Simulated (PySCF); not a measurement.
## `CC[Si@H]1C[SiH2][C@@H]1C`, C5H14Si2

Geometry:
```
atom   x (Å)   y (Å)   z (Å)
  C1  -3.101  -0.235   0.294
  C2  -1.730  -0.264   0.955
 Si3  -0.311  -0.375  -0.305
  C4   0.055   1.277  -1.215
 Si5   1.735   1.484  -0.313
  C6   1.439  -0.239   0.492
  C7   2.427  -1.325   0.082
  H8  -3.267  -1.143  -0.282
  H9  -3.181   0.611  -0.384
 H10  -3.893  -0.153   1.036
 H11  -1.607   0.635   1.561
 H12  -1.684  -1.110   1.642
 H13  -0.501  -1.540  -1.183
 H14  -0.661   2.076  -1.042
 H15   0.149   1.175  -2.293
 H16   1.772   2.598   0.638
 H17   2.903   1.553  -1.193
 H18   1.416  -0.203   1.583
 H19   3.425  -1.110   0.462
 H20   2.121  -2.298   0.466
 H21   2.488  -1.397  -1.002
```

Computed, not measured: PySCF, TDDFT CAM-B3LYP/def2-SVPD circular dichroism and optical rotation, one conformer, gas phase. Geometry: GFN2-xTB.

The molecule is flexible and this is one conformer; a measurement averages over conformers.

Stereocentres: Si3 S, C6 S.

**Question.** Give the optical rotatory dispersion at 633, 589.3, 546, 436, 405, 365, 355 nm.

**Answer.** [α] in deg dm⁻¹ (g/mL)⁻¹:
| λ (nm) | origin-invariant length gauge | modified velocity gauge | length gauge (centre of mass) | isotropic polarisability (au) |
| --- | --- | --- | --- | --- |
| 633 | +142.2 | +138.1 | +142.3 | 113.1 |
| 589.3 | +166.7 | +161.8 | +166.8 | 113.6 |
| 546 | +198.0 | +192.2 | +198.1 | 114.2 |
| 436 | +336.2 | +326.2 | +336.5 | 116.5 |
| 405 | +403.9 | +391.7 | +404.1 | 117.6 |
| 365 | +528.8 | +512.5 | +529.1 | 119.5 |
| 355 | +569.7 | +552.1 | +570.1 | 120.1 |

**Question.** And for the mirror image at 589.3 nm?

**Answer.** -166.7 deg dm⁻¹ (g/mL)⁻¹ (origin-invariant length gauge): the same size and the opposite sign.

**Question.** What is the molar rotation [Φ] = [α]·M/100 of the geometry above at 589.3 nm?

**Answer.** With M = 130.34 g/mol, +217.3 deg cm² dmol⁻¹ (origin-invariant length gauge).

The first excitation lies at 6.29 eV (197 nm) with R = -7.7 × 10⁻⁴⁰ esu² cm² (velocity form).
